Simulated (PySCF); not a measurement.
Correlation energy of P (phosphorus, neutral)

[Ne] 3s2 3p3, high-spin 4S determinant. Computed with PySCF 2.14 in cc-pVDZ-DK, with scalar relativity by spin-free X2C-1e. Frozen: [Ne]; 5 electrons correlated.

MP2 pair energies summed by pair of shells (mhartree):

```json
{"pair": "3s-3p", "energy": "-40.53", "share (%)": "63.8"}
{"pair": "3p-3p", "energy": "-14.73", "share (%)": "23.2"}
{"pair": "3s-3s", "energy": "-8.22", "share (%)": "12.9"}
```

Total MP2 correlation energy: -63.49 mhartree.

Same-spin part -17.33 and opposite-spin part -46.16 mhartree; SCS-MP2 scales them by 1/3 and 6/5 to -61.17 mhartree.

| level | correlation energy (mhartree) |
| --- | --- |
| CCSD | -81.20 |
| (T) | -1.01 |
| CCSD(T) | -82.21 |

Diagnostics: T1 = 0.0033, D1 = 0.0060, largest double amplitude 0.064.

Problem. Is a single reference adequate?

Solution. Yes: T1 lies below 0.03 and no double amplitude reaches 0.07.
